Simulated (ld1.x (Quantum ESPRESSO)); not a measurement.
## An all-electron radial function and its pseudo partner (Pr (Z = 59))

Columns: radius, all-electron u(r) and pseudo u(r) of the 5s shell (level -40.54 eV) of praseodymium in the configuration [Kr] 4d10 4f2.5 5s2 5p6 5d0.5 6s2 6p0; PBE, scalar-relativistic, ultrasoft scheme, ld1.x (Quantum ESPRESSO) 7.5.

```
r (bohr)  all-electron  pseudo
   0.155        0.2386  0.2405
   0.310       -0.0086  0.4677
   0.465       -0.5100  0.6694
   0.620       -0.3399  0.8356
   0.775        0.1234  0.9592
   0.930        0.5480  1.0363
   1.085        0.8227  1.0669
   1.240        0.9500  1.0542
   1.395        0.9675  1.0043
   1.550        0.9145  0.9255
   1.705        0.8234  0.8274
   1.860        0.7165  0.7195
   2.015        0.6083  0.6109
   2.170        0.5070  0.5084
   2.325        0.4167  0.4171
   2.480        0.3388  0.3388
   2.635        0.2732  0.2732
   2.790        0.2188  0.2188
   2.945        0.1743  0.1743
   3.100        0.1382  0.1382
   3.255        0.1093  0.1093
   3.410        0.0861  0.0861
   3.565        0.0677  0.0677
   3.720        0.0532  0.0532
   3.875        0.0417  0.0417
   4.030        0.0326  0.0326
```

(1) How many radial nodes do the two functions have?

(2) At about which radius was the pseudo-wave matched?

(3) Where does each function peak?

(4) Is the pseudo-wave norm-conserving?

Answers

(1) The all-electron 5s function has n − l − 1 = 4 (the table is too coarse to show those close to the nucleus); the pseudo-wave has 0, since the states of the same l below it are removed with the core.

(2) 2.50 bohr. The columns agree to 0.0005 from 2.33 bohr on; several derivatives are matched, so the curves merge somewhat inside the radius.

(3) Outermost all-electron maximum near 1.40 bohr, pseudo maximum near 1.08 bohr (to the table’s step).

(4) No, it belongs to an ultrasoft set: the norm inside the radius is not constrained, and the difference is carried by the augmentation charge.
